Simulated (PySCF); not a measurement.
NbSFCl2, SMILES [F][Nb](=[S])([Cl])[Cl], multiplicity 1. Heavy atoms are numbered as in [Nb:1](=[S:2])([F:3])([Cl:4])[Cl:5].

Geometry optimised at PBE-D3(BJ)/def2-SVP. The spin state was assumed, not searched. The structure was generated by enumeration; whether it is a known compound was not checked. The def2 effective core potentials stand for the cores of Nb; spin–orbit coupling is left out.

Calculation: PBE/def2-TZVP (PySCF).

ESP charges are fitted to the potential on shells at 1.4 to 2.0 van der Waals radii. Atomic charges (e), one atom of each kind:

```tsv
atom	Mulliken	ESP fit
Nb1	1.26	0.46
S2	-0.32	-0.16
F3	-0.36	-0.14
Cl4	-0.29	-0.08
```
